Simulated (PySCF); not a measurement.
# Reading the logs of faulty runs: BGeH7NSi cation

All numbers below are calculated, not measured. The program is PySCF 2.14.0, an open-source quantum chemistry code, run on an isolated molecule that a program drew, which may never have been made. The molecule is BGeH7NSi cation (charge +1, singlet), drawn as the SMILES string `[BH2][GeH+][NH][SiH3]`.

Each row is a Hartree-Fock (HF) and frozen-core CCSD(T) single point in the cc-pV(D+d)Z basis, meant for a local HF minimum. Run 1 is clean. Each other run has one planted mistake out of seven kinds, and not every kind appears here: one electron removed, one electron added, multiplicity raised by two, geometry at a saddle point, minimal basis STO-3G, one bond length entered in bohr, all coordinates scaled. The reference is restricted for singlets and unrestricted otherwise, and also for a bond in bohr. Adding or removing an electron swaps singlet and doublet. Electrons count all cores. HOMO and LUMO are orbital energies over both spins, the gradient is its largest component, and the lowest frequency (negative if imaginary) is given only where the gradient is small. Bond lengths are over the 10 bonds as drawn. T1 is the CCSD diagnostic: over 0.02 (restricted) or 0.045 (unrestricted) a single reference is doubtful. Germanium has the cc-pVDZ-PP basis, with a core potential (ECP10MDF) in place of its 10 inner electrons, and its 3s, 3p and 3d shells are frozen in CCSD(T).

Geometry of the clean run:
```xyz
11
BGeH7NSi cation, angstrom
B     0.8084    2.0210   -0.3911
Ge   -0.8745    1.3572   -1.4398
N    -1.0093   -0.3214   -1.9078
Si    0.1605   -1.6493   -1.5985
H     1.7261    2.4262   -1.0269
H     0.7693    1.9749    0.7950
H    -2.0620    2.1955   -1.8721
H    -1.8489   -0.5667   -2.4122
H     1.2394   -0.9600   -0.8587
H     0.6304   -2.1748   -2.8864
H    -0.4956   -2.6753   -0.7786
```

| run | electrons | basis functions | <S^2> | HOMO (eV) | LUMO (eV) | gradient (hartree/bohr) | lowest frequency (cm^-1) | mean bond (Å) | longest bond (Å) | T1 | HF (hartree) | CCSD(T) (hartree) | mistake |
|---|---|---|---|---|---|---|---|---|---|---|---|---|---|
| 1 | 64 | 109 | 0.000 | -16.21 | -4.09 | 2.8e-05 | 94 | 1.4952 | 2.091 | 0.0172 | -665.27865 | -665.77785 | no fault |
| 2 | 65 | 109 | 0.768 | -5.71 | 1.19 | 7.5e-02 | - | 1.4952 | 2.091 | 0.0190 | -665.45810 | -665.96684 | one electron added |
| 3 | 64 | 109 | 2.034 | -11.81 | -6.23 | 1.4e-01 | - | 1.4952 | 2.091 | 0.0200 | -665.15761 | -665.62087 | multiplicity raised by two |
| 4 | 64 | 109 | 0.832 | -13.31 | -4.18 | 9.5e-03 | - | 1.6258 | 2.774 | 0.0456 | -665.16264 | -665.65175 | one bond length entered in bohr |
| 5 | 64 | 109 | 0.000 | -16.81 | -3.91 | 6.6e-02 | - | 1.3935 | 1.949 | 0.0139 | -665.22356 | -665.71088 | all coordinates scaled |
| 6 | 63 | 109 | 0.764 | -22.37 | -12.75 | 1.1e-01 | - | 1.4952 | 2.091 | 0.0459 | -664.75487 | -665.21356 | ? |

**Which mistake was planted in run 6, and what did it cost?**

It counts 63 electrons, one fewer than the clean run, at the same geometry and basis. So the mistake is: one electron removed. Subtracting run 1 and multiplying by 627.51 kcal/mol a hartree, the energy moved by 328.7 kcal/mol in HF and 354.1 kcal/mol in CCSD(T).

Cautions from the logs. Run 4: T1 is over the limit, so its CCSD(T) energy is less reliable; run 6: T1 is over the limit, so its CCSD(T) energy is less reliable.
